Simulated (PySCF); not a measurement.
Spin states of CdTe

Unrestricted PBE0; basis Cd def2-SVP with ECP28, Te def2-SVP with ECP28; scalar-relativistic core potentials; PySCF 2.14. Outer shells of the fragments: Cd 4d10 5s2; Te 4d10 5s2 5p4.

Followed along the bond (rough minima from three points):

```tsv
2Ms+1	unpaired	⟨S²⟩ at the start	R at minimum (Å)	Te (eV)
3	σ ↑, π ↑	2.01	2.81	0.00
1	none	0.00	2.57	0.06
1	σ ↑, π ↓	1.01	2.79	0.15
```

Solutions found at the starting distance of 2.720 Å, counted from the lowest of them; the search is not exhaustive and high or unbound solutions are not listed, so other states can lie among these:

| 2Ms+1 | unpaired | term | E (eV) | ⟨S²⟩ | ⟨Lz²⟩ | μ (D) |
| --- | --- | --- | --- | --- | --- | --- |
| 3 | σ ↑, π ↑ | ³Π | 0.00 | 2.01 | 1.01 | -1.67 |
| 1 | σ ↑, π ↓ | mixed | 0.13 | 1.01 | 1.01 | -1.82 |
| 1 | none | ¹Σ⁺ | 0.14 | 0.00 | 0.00 | -5.22 |
| 3 | π ↑↑ | ³Σ⁻ | 1.65 | 2.00 | 0.00 | 3.65 |
| 1 | π ↑↓ | mixed | 2.02 | 1.01 | 2.01 | 3.63 |
| 3 | σ ↑↑ | ³Σ⁺ | 2.24 | 2.01 | 0.00 | -4.01 |

A term symbol is given only where ⟨S²⟩ and ⟨Lz²⟩ are close to those of a pure state; real π, δ and φ orbitals otherwise mix terms. A positive dipole means Cd(−)Te(+).

Task: Compare the gap between the two lowest followed solutions at the starting distance with the gap between their minima.

Result: At PBE0 the second solution (singlet, closed shell) lies +0.14 eV from the first (triplet, unpaired electrons σ ↑, π ↑) at 2.720 Å and +0.06 eV at the minima; the two curves relax by different amounts, since their minima lie near 2.57 and 2.81 Å.

Spin–orbit coupling is left out. Counting both spins, an empty level lies below a filled one in some of these solutions, because spin and occupation are held.
